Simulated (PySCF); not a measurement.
# `C[C@H]1[SiH2]O[Si@H](N)C1=O`, C3H9NO2Si2

Geometry (Å), atoms numbered from 1 in this order:
```xyz
17

C    -2.141   -0.918   -0.468
C    -0.791   -0.246   -0.263
Si   -0.748    1.538    0.422
O     0.741    1.530    1.096
Si    1.553    0.107    1.258
N     2.829    0.127    0.106
C     0.136   -1.035    0.639
O    -0.090   -2.172    0.989
H    -2.004   -1.953   -0.780
H    -2.706   -0.921    0.461
H    -2.721   -0.395   -1.225
H    -0.259   -0.210   -1.222
H    -0.721    2.567   -0.609
H    -1.726    1.745    1.485
H     1.837   -0.012    2.682
H     3.400   -0.696    0.004
H     3.403    0.955    0.064
```

Method: TDDFT BHandHLYP/def2-SVPD circular dichroism and optical rotation, one conformer, gas phase (PySCF). Geometry: GFN2-xTB.

The molecule is flexible and this is one conformer; a measurement averages over conformers.

Stereocentres: C2 R, Si5 S.

Task: Give the optical rotatory dispersion at 633, 589.3, 546, 436, 405 nm.

Result: [α] in deg dm⁻¹ (g/mL)⁻¹:
| λ (nm) | origin-invariant length gauge | modified velocity gauge | length gauge (centre of mass) | isotropic polarisability (au) |
| --- | --- | --- | --- | --- |
| 633 | +380.6 | +380.6 | +380.6 | 92.3 |
| 589.3 | +479.1 | +479.4 | +479.1 | 92.6 |
| 546 | +626.8 | +627.8 | +626.8 | 93.0 |
| 436 | +1807.9 | +1816.4 | +1807.4 | 94.8 |
| 405 | +3138.9 | +3157.9 | +3138.1 | 95.7 |

The shortest wavelength is close to the first absorption, where this undamped response comes out too large.

Task: And for the mirror image at 589.3 nm?

Result: -479.1 deg dm⁻¹ (g/mL)⁻¹ (origin-invariant length gauge): the same size and the opposite sign.

Task: What is the molar rotation [Φ] = [α]·M/100 of the geometry above at 589.3 nm?

Result: With M = 147.28 g/mol, +705.6 deg cm² dmol⁻¹ (origin-invariant length gauge).

The first excitation lies at 3.50 eV (354 nm) with R = +17.1 × 10⁻⁴⁰ esu² cm² (velocity form).
